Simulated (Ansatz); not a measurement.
Basis-set extrapolation for `FBOCS` (PBE0-D4/def2-TZVP geometry, frozen core, the Gaussian-basis code of Ansatz). Multiplicity 1, RHF reference.

```csv
,def2-TZVPP,def2-QZVPP
HF,-636.930101,-636.952642
MP2 correlation,-0.926503,-1.002963
CCSD(T) correlation,-0.997908,not run
```

Energies in hartree. Use E(X) = E(∞) + A·exp(−7.88·√X) for Hartree–Fock and E(X) = E(∞) + B·X^(−2.97) for correlation, with X = 3 and 4, and add CCSD(T) minus MP2 of the smaller set to the MP2 limit.

Problem. What is the CCSD(T) energy at the basis-set limit?

Solution. HF limit: -636.952642 + (-0.022541) × 0.13774 = -636.95575. MP2 limit: -1.002963 + (-0.076460) × 0.74074 = -1.05960. Higher-order term: -0.997908 − (-0.926503) = -0.07141. Total: -638.08676 hartree, 416.8 kJ/mol below CCSD(T)/def2-TZVPP.
